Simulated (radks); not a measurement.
The bismuth anion Bi3-, [Rn], held by a Watson sphere: a shell of charge +3 at radius R that stands for the Madelung well of a crystal (potential energy -3/R inside, -3/r outside, in hartree with lengths in bohr). All-electron calculation, scalar-relativistic Kohn-Sham, PBEsol, spin-unpolarised, spherical densities, finite nucleus; Fermi nuclear charge, rms radius of each element as measured or else 0.836 A^(1/3) + 0.57 fm. Program: a radial shooting solver on a logarithmic mesh with Libxc functionals. Response by self-consistent Sternheimer equations with the Hartree and adiabatic LDA kernel, the relativistic mass of each level held fixed and spin-orbit coupling left out. The sphere does not respond.

R (bohr),e(5d) (eV),e(6s) (eV),e(6p) (eV),<r> 6p (bohr),sum of <r^2> (bohr^2),X-ray form factor at sin(theta)/lambda = 0.1 1/angstrom,alpha (bohr^3)
3.34,-25.595,-14.477,-5.762,3.167,113.5,79.469,84.02
4.56,-24.369,-12.504,-4.181,3.652,138.2,78.867,176.1
4.92,-24.167,-12.159,-3.813,3.788,146.1,78.737,216.6
5.1,-24.081,-12.013,-3.645,3.855,150.1,78.679,239.7
5.27,-24.008,-11.890,-3.496,3.917,154.0,78.629,263.4
6.1,-23.726,-11.436,-2.880,4.212,173.8,78.445,410.5
6.15,-23.712,-11.415,-2.849,4.229,175.1,78.437,421.2
6.34,-23.662,-11.339,-2.733,4.295,179.9,78.409,464.5
